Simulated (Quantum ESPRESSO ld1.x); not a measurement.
Species: Nb2+. Configuration: [Kr] 4d2 6p1 (not the ground configuration).

All-electron calculation, non-relativistic Kohn-Sham, LDA (Slater exchange, Perdew-Zunger correlation), spin-polarised, spherical densities, point nucleus; open shells are filled with parallel spins first; relativity is left out, which matters for an element this heavy. Program: ld1.x of Quantum ESPRESSO 7.5.

Energy parts (Ry):
part                       energy
total                  -7499.6771
kinetic                 7494.4725
electron-nucleus      -17796.8040
Hartree                 3026.4517
exchange-correlation    -223.7973

Orbitals (lengths in bohr, moments of r in powers of bohr):
| orbital | occ. | eigenvalue (Ry) | <r> | <r^4> | <1/r> |
|---|---|---|---|---|---|
| 1s up | 1 | -1349.49 | 0.03724 | 8.729e-06 | 40.44 |
| 1s down | 1 | -1349.48 | 0.03724 | 8.729e-06 | 40.44 |
| 2s up | 1 | -187.469 | 0.1631 | 0.001671 | 9.095 |
| 2s down | 1 | -187.451 | 0.1631 | 0.001671 | 9.095 |
| 2p up | 3 | -172.528 | 0.1398 | 0.001124 | 9.094 |
| 2p down | 3 | -172.514 | 0.1398 | 0.001124 | 9.094 |
| 3s up | 1 | -32.7572 | 0.4559 | 0.08779 | 3.132 |
| 3s down | 1 | -32.7443 | 0.4558 | 0.08768 | 3.132 |
| 3p up | 3 | -27.0762 | 0.4515 | 0.09202 | 3.041 |
| 3p down | 3 | -27.0621 | 0.4514 | 0.09186 | 3.041 |
| 3d up | 5 | -16.6549 | 0.4323 | 0.09903 | 2.856 |
| 3d down | 5 | -16.6360 | 0.4321 | 0.09865 | 2.857 |
| 4s up | 1 | -6.01484 | 1.174 | 3.659 | 1.154 |
| 4s down | 1 | -5.92068 | 1.171 | 3.623 | 1.158 |
| 4p up | 3 | -4.41625 | 1.284 | 5.534 | 1.043 |
| 4p down | 3 | -4.31615 | 1.280 | 5.484 | 1.047 |
| 4d up | 2 | -1.99566 | 1.705 | 20.14 | 0.7693 |
| 4d down | 0 | -1.88753 | 1.709 | 20.73 | 0.7697 |
| 6p up | 1 | -0.57829 | 6.649 | 3231 | 0.1980 |
| 6p down | 0 | -0.52160 | 6.884 | 3771 | 0.1912 |

The highest occupied level is 6p up at -7.868 eV. The configuration is held as typed, so some empty levels lie below it. Summed over all electrons, <r^2> = 74.64 bohr^2, which gives a Langevin (diamagnetic) susceptibility term of -59.1 x 10^-6 cm^3/mol.
